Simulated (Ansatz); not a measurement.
Cartesian coordinates (Å):
SMILES: [SiH2]1[Si]([SiH2]1)=C
```xyz
10

C      2.4361    -0.1768    -0.0450
Si     0.7298    -0.0529    -0.0151
Si    -1.1448     1.2735     0.0254
Si    -1.3168    -1.0948     0.0213
H      3.0732     0.7004    -0.0578
H      2.9398    -1.1369    -0.0553
H     -1.5674     2.0106    -1.1940
H     -1.5173     2.0066     1.2635
H     -1.8415    -1.7590    -1.2003
H     -1.7911    -1.7705     1.2571
```
Charge 0, multiplicity 1.

Level of theory: Ansatz (a quantum-chemistry and plane-wave program) with frozen-core CCSD(T)/cc-pVTZ // PBE0-D3(BJ)/def2-TZVP. The restricted HF reference is unstable towards unrestricted orbitals.

```yaml
HF energy: -908.09896 Ha
MP2 correlation energy: -0.52668 Ha
```

Question: Estimate the CCSD correlation energy, the (T) correction, the total energy and the T1 diagnostic.

Answer: 
```
Property                         Value
-----------------------  -------------
CCSD correlation energy    -0.58296 Ha
(T) correction             -0.03036 Ha
CCSD(T) total energy     -908.71228 Ha
T1 diagnostic                    0.017
```
